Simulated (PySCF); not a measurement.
C3H6BNO, SMILES CB(O)CC#N. Geometry: ωB97X-D3(BJ)/def2-SVP. The structure was generated by enumeration, and PubChem lists no compound with its InChIKey, so it may never have been made. Other conformers were not sampled.

Q: Give the equilibrium geometry at ωB97X-D3(BJ)/def2-SVP (PySCF confirms it by a frequency run) as Cartesian coordinates in Å. (Estimate from the structure and the level; the computed values follow.)

A: Several could match; the one computed here: 
```xyz
12

C      2.3428    -0.0680     0.4466
B      0.7957     0.1690     0.2775
O      0.2361     1.3048     0.7517
C     -0.1122    -0.9305    -0.4781
C     -1.5012    -0.4940    -0.5864
N     -2.5672    -0.0428    -0.6088
H      2.8019     0.6586     1.1328
H      2.8356     0.0348    -0.5371
H      2.5674    -1.0886     0.7981
H     -0.7150     1.3785     0.5838
H      0.3000    -1.1272    -1.4816
H     -0.0631    -1.8849     0.0723
```
